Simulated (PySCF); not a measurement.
Species: C7H10F (doublet state).
Geometry (GFN2-xTB, Å), atoms numbered from 1 in this order:
```xyz
18
C7H10F angstrom
C     -1.4959    1.7622    1.3905
C     -0.8530    0.8875    0.5996
C      0.1737    0.0448    0.3106
C      1.4668   -0.5753    0.5910
C      2.5370   -0.0988   -0.4025
C     -0.9123    0.1385   -0.7024
C     -1.8987   -0.9974   -0.8627
F     -1.3686   -1.9994   -1.6508
H     -2.4378    2.1909    1.0973
H     -1.0833    2.0598    2.3386
H      1.3704   -1.6625    0.4926
H      1.7770   -0.3424    1.6128
H      3.4836   -0.5901   -0.1925
H      2.6750    0.9770   -0.3220
H      2.2375   -0.3373   -1.4199
H     -0.7268    0.6691   -1.6349
H     -2.8169   -0.6688   -1.3619
H     -2.1366   -1.4517    0.1050
```

The hyperfine couplings belong to this conformer and change with its torsions.

As a line formula: `[C@@H]1(CF)C(CC)=C1[CH2]` [radical].

Level of theory: UKS B3LYP, pcH-1 on C F H, non-relativistic, mean-field spin-orbit, GIAO in PySCF. One conformer (not necessarily the lowest) at the GFN2-xTB geometry, without solvent, vibrations or thermal averaging. Couplings are sensitive to structure, and on GFN2-xTB geometries they can be far from those on DFT ones. No stability test was run, so a lower SCF solution isn't excluded. ⟨S²⟩ is 0.773 where a pure state has 0.75.

(1) Where do the isotropic ENDOR lines of H11, H16, H9, H10, H17, H12, H18 and H13/H14/H15 fall at 1214.3 mT, to first order?

(2) Which pairs are centred on the nuclear Larmor frequency, and which on half the coupling?

## Answers

(1) For S = 1/2 in fast tumbling each set of equivalent nuclei gives two lines, ν± = |νn ± a/2| to first order, with νn = g_N μN B/h and μN/h = 7.62259 MHz/T.

| nuclei | isotope | g_N | νn (MHz) | a_iso (MHz) | lower line (MHz) | upper line (MHz) |
| --- | --- | --- | --- | --- | --- | --- |
| H11 | 1H | 5.5857 | 51.70 | 61.74 | 20.83 | 82.57 |
| H16 | 1H | 5.5857 | 51.70 | 56.94 | 23.23 | 80.17 |
| H9 | 1H | 5.5857 | 51.70 | -37.40 | 33.00 | 70.40 |
| H10 | 1H | 5.5857 | 51.70 | -35.38 | 34.01 | 69.39 |
| H17 | 1H | 5.5857 | 51.70 | 5.47 | 48.97 | 54.44 |
| H12 | 1H | 5.5857 | 51.70 | 3.15 | 50.13 | 53.28 |
| H18 | 1H | 5.5857 | 51.70 | -2.04 | 50.68 | 52.72 |
| H13/H14/H15 | 1H | 5.5857 | 51.70 | 0.94 | 51.23 | 52.17 |

(2) Centred on νn, since |a| < 2νn: H11, H16, H9, H10, H17, H12, H18 and H13/H14/H15. No pair has |a| > 2νn.

Nuclei that the bonding pattern makes equivalent are averaged, as if the motion that swaps them (rotation, inversion, ring flip) were fast. H9 and H10 aren't averaged: C1 is flat or nearly so (angle sum 360°), and its turn about the short C1–C2 bond (1.34 Å) is taken as slow. The three 1H nuclei of mean +0.9 MHz run from -2.7 to 7.9 MHz in the frozen geometry.
